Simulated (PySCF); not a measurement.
C₅H₅, SMILES [CH]1C=CC=C1 (connectivity only; charge and spin as stated), charge +1, multiplicity 1. The structure is a stationary point at PBE-D3(BJ)/def2-SVP. The multiplicity is an assumed one; no other spin state was optimised. The isomer is the one that the SMILES or the coordinates give; other isomers of the formula were not compared.

These are PBE-D3(BJ)/def2-SVP (PySCF) values and carry that method's errors.

Harmonic wavenumbers (cm⁻¹): 228, 308, 571, 667, 769, 787, 826, 926, 958, 970, 1022, 1027, 1060, 1099, 1239, 1267, 1296, 1543, 1581, 3123, 3164, 3169, 3197, 3201. Rotational constants (GHz): 9.381, 7.890, 4.286; symmetry number 2.

Problem. Work out the zero-point energy and the ideal-gas rigid-rotor harmonic-oscillator thermochemistry at 298.15 K and 1 atm.

Solution. ZPE = ½ Σ hcν = ½ × 34000 cm⁻¹ = 203.36 kJ/mol. H − E(el) = 217.94 kJ/mol. Entropy in J/(mol K): translation 160.83, rotation 96.46, vibration 23.08, total 280.36. G − E(el) = 134.35 kJ/mol. Cp = 77.80 J/(mol K).
